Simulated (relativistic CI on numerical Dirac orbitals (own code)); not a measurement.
## Exchange splitting of the 4s photoelectron line of Pd⁴⁺

Problem. Pd⁴⁺ ([Kr] 4d6) has the spin S = 2. The exchange integral with a hole in 4s, calculated from Dirac-KLI orbitals and scaled by 0.8, is G^2(4s,4d) = 8.577 eV, with l = 2 the orbital momentum of the open shell. Find the splitting and the intensity ratio of the 4s line.

Working.
1. The electron left in 4s couples its spin to S, giving S + ½ = 5/2 and S − ½ = 3/2.
2. Van Vleck's theorem gives ΔE = (2S + 1) G^l/(2l + 1) = 5 × 8.577/5 = 8.58 eV, with the high-spin state at lower binding energy.
3. The intensities follow the multiplicities, (2S + 2) : 2S = (S + 1) : S = 1.50.

Check. The full multiplet calculation with spin-orbit coupling puts the centres of the two groups of its strongest lines 8.46 eV apart. Measured splittings are much smaller, often about half, when hole and open shell share n, because correlation inside the n = 4 shell lowers the low-spin state; the low-spin line also loses weight to satellites, so measured ratios exceed (S + 1)/S. The splitting still grows with S and serves to read the spin state.
